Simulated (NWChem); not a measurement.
WOF4; SMILES [F][W]([F])([F])([F])=[O]

```xyz
6

W      0.0001    -0.0614     0.0000
O     -0.0100    -1.7599    -0.0066
F      0.0021     1.8587     0.0013
F      0.5863     0.0635     1.7311
F      1.2115     0.0689    -1.3681
F     -1.7915     0.0778    -0.3587
```
Atoms are numbered in this order, from 1.

All runs: NWChem. Medium grid unless said otherwise, to which SCAN and Minnesota functionals are sensitive. Coordinates come from a PBE0/def2-SVP optimisation. Not confirmed as a minimum by frequencies. def2 effective core potentials on W; no spin-orbit coupling.

Q: What does the run give for SCAN/def2-SVP? Quantities: highest occupied level (eV); orbital gap (eV); dipole (D).

A: 
```json
{
 "highest occupied level (eV)": "-9.30",
 "orbital gap (eV)": "5.28",
 "dipole (D)": "0.54"
}
```
